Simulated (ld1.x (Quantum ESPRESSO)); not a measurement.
What one change does to a pseudopotential (scandium, RRKJ)

Sc (Z = 21), norm-conserving RRKJ (Kleinman–Bylander form), made with ld1.x (Quantum ESPRESSO) 7.5 (PBE, scalar-relativistic). Core [Ar], reference 3d1 4s0.5 4p0 (charge +1.5). Waves: 4p (bound, empty): rc 2.90 bohr; 3d (bound): rc 1.50 bohr; 4s (bound): rc 3.05 bohr. Local part: the s channel. Core correction: Bessel-smoothed model core, default radius (core density twice the valence density).

All-electron outer shells of the reference configuration (PBE, scalar-relativistic, ld1.x):

```
shell  level (eV)  outermost node (bohr)  outermost maximum (bohr)
   3p      -44.63                   0.39                      0.97
   3d      -13.80                      –                      1.08
   4s      -12.74                   1.31                      2.84
   4p       -9.00                   1.46                      3.38
```

Change: wave 3d (bound): rc 1.50 bohr becomes 3d (bound): rc 1.84 bohr.

Cutoffs: the cutoffs (Ry, on a coarse ladder) from which the occupation-weighted sum of valence levels, in a spherical-Bessel basis at the reference potential, stays within 10 and 1 mRy of its value at 400 Ry; they do not see the model core or the augmentation charge, which bear on the density cutoff. Errors are all-electron minus pseudo energies relative to the spin-unpolarised reference configuration.

Problem. What does the change do?

Solution. The potential gets softer (60 Ry and 70 Ry → 40 Ry and 50 Ry); of the 7 tests that both files solve, the error grows in 0 and shrinks in 3 by more than 15 % and 0.3 meV (median size 173.9 → 160.3 meV); neither file shows a bound ghost. A larger radius leaves more room for a smooth pseudo-wave, so fewer plane waves are needed. That the errors move this way runs against the usual rule that smaller radii transfer better.

```csv
quantity,base,changed
"cutoff, loose",60 Ry,40 Ry
"cutoff, tight",70 Ry,50 Ry
loose cutoff by channel (10 mRy a level),"d 60 Ry, s 6 Ry","d 40 Ry, s 6 Ry"
bound ghosts,none,none
"error for 3d1 4s2 4p0, meV [ΔE -12.51 eV]",-5.1,-4.2
"error for 3d1 4s1 4p0, meV [ΔE -5.61 eV]",-1.3,-1.2
"error for 3d1 4s0 4p0, meV [ΔE 7.16 eV]",-4.2,-4.1
"error for 3d2 4s0 4p0, meV [ΔE -4.93 eV]",-296,-263
"error for 3d0 4s2 4p0, meV [ΔE -4.12 eV]",-457,-355
"error for 3d0 4s2 4p1, meV [ΔE -9.04 eV]",-520,-416
"error for 3d2 4s1 4p0, meV [ΔE -10.84 eV]",-174,-160
s: phases at 3.32 bohr within 0.05 rad from the reference energy up to (Ry; the scan ends near 5),0.9,0.9
p: phases at 3.32 bohr within 0.05 rad from the reference energy up to (Ry; the scan ends near 5),2.1,2.1
d: phases at 3.32 bohr within 0.05 rad from the reference energy up to (Ry; the scan ends near 5),-0.4,-0.4
```
